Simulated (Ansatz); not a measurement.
The same path of CH6OSn + H2 (11 atoms, charge 0, multiplicity 1) was run twice with different band settings. Lost on the way: Sn1–O2, H7–H8. Made: Sn1–H8, O2–H7.

Level of theory: UKS PBE/def2-SVP in Ansatz.

Relaxed end points:

```xyz
11
Properties=species:S:1:pos:R:3
Sn -0.988 1.535 0.080
O 0.284 -0.041 0.031
C -0.204 -1.309 -0.346
H -1.640 1.737 -1.513
H 0.034 2.828 0.571
H -2.234 1.175 1.230
H 2.494 -0.330 0.574
H 3.225 -0.525 0.734
H -1.003 -1.700 0.333
H -0.610 -1.339 -1.389
H 0.642 -2.031 -0.304
```

```xyz
11
Properties=species:S:1:pos:R:3
Sn -0.608 1.753 0.823
O 1.025 -0.492 -0.659
C 0.293 -1.687 -0.870
H -1.751 0.720 0.049
H 0.354 2.616 -0.313
H -1.494 2.902 1.776
H 1.577 -0.618 0.136
H 0.380 0.849 1.918
H -0.408 -1.930 -0.035
H -0.318 -1.541 -1.784
H 0.951 -2.572 -1.042
```

Common settings: climbing image yes; spring 5.0 eV/Å²; optimiser quadratic models (default); start path through a guess of the saddle point; force threshold 0.05 eV/Å; iteration limit 60; end points relaxed.

| run | movable images |
| --- | --- |
| 1 | 7 |
| 2 | 1 |

**Question.** What does each run give, and how far can it be trusted?

**Answer.** Run 1: converged after 23 iterations, highest image 1.038 eV above the first end. The profile has 3 maxima (images 2, 4, 6) with wells between them (images 3, 5): this band takes more than one step, which may be the mechanism or a detour left from its start path. Neighbouring images differ by up to 1.2 eV, so the band resolves the path poorly. A vibrational analysis at the climbing image gives one clearly imaginary mode, 1106i cm⁻¹: a first-order saddle point.
Run 2: not converged after 60 iterations, highest image 0.039 eV above the first end. The band didn't meet its force threshold, so its energies are provisional: the largest band force was still 0.16 eV/Å, and over the last iterations the top moved between 0.03 and 0.04 eV. Neighbouring images lie up to 6.9 Å apart, so the band is torn or far too coarse. So few images can step over the top or miss a turn of the path.
The orbitals stay closed-shell, which can raise the energy where a bond breaks towards radicals; this wasn't checked here.
